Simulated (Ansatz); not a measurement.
C3H10Sn, SMILES `C[CH](C)[SnH3]`, relaxed with RKS PBE-D4/def2-SVP in Ansatz from a rough embedded geometry. The force threshold is 0.03 eV/Å; the program also tests the step.

The species carries charge 0 and has multiplicity 1. Sn: def2 effective core potential.

Start:

```xyz
14

C    -1.320    0.019    0.739
C    -0.070    0.502    0.144
C     1.118    0.204    1.041
Sn    0.224   -0.371   -1.784
H    -2.235    0.229    0.125
H    -1.518    0.508    1.785
H    -1.288   -1.076    0.947
H    -0.146    1.644   -0.018
H     1.064    0.731    2.037
H     1.283   -0.870    1.203
H     2.078    0.601    0.553
H     0.359   -2.155   -1.531
H     1.626    0.144   -2.478
H    -1.174   -0.112   -2.762
```

```
step  energy (eV)  largest force (eV/Å)  largest move (Å)
   1   -9097.3212                 2.014             0.000
   2   -9097.5653                 1.162             0.146
   3   -9097.6032                 0.719             0.111
   4   -9097.6255                 0.038             0.038
   5   -9097.6259                 0.013             0.017
```

End:

```xyz
14

C    -1.365    0.019    0.808
C    -0.060    0.493    0.164
C     1.161    0.238    1.053
Sn    0.214   -0.433   -1.812
H    -2.253    0.246    0.183
H    -1.520    0.511    1.795
H    -1.359   -1.077    0.995
H    -0.133    1.581   -0.051
H     1.040    0.733    2.042
H     1.307   -0.846    1.252
H     2.100    0.623    0.604
H     0.357   -2.150   -1.622
H     1.654    0.162   -2.572
H    -1.143   -0.100   -2.839
```

Run time 6.5 s (4 threads of an Arm Neoverse V2 on a shared host); peak host memory 0.16 GiB.
